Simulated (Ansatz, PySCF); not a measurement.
Caution: the highest occupied level lies above zero, so the state may not be bound. This singlet lies 0.66 eV below the relaxed triplet at the level B3LYP/aug-cc-pVTZ // PBE0-D3(BJ)/def2-TZVPD (Ansatz, a program for electronic structure).

Cartesian coordinates (Å):
```xyz
4

B      0.6310     0.6005    -0.0074
O     -0.7599     0.4362     0.0041
H      1.1679    -0.5421    -0.0069
H     -1.0389    -0.4946     0.0101
```
Charge -1, spin multiplicity 1.

What HOMO and total energy does PySCF 2.14.0 with PBE0-D3(BJ)/def2-TZVPD give?


HOMO: 1.58 eV
total energy: -101.1468 Ha
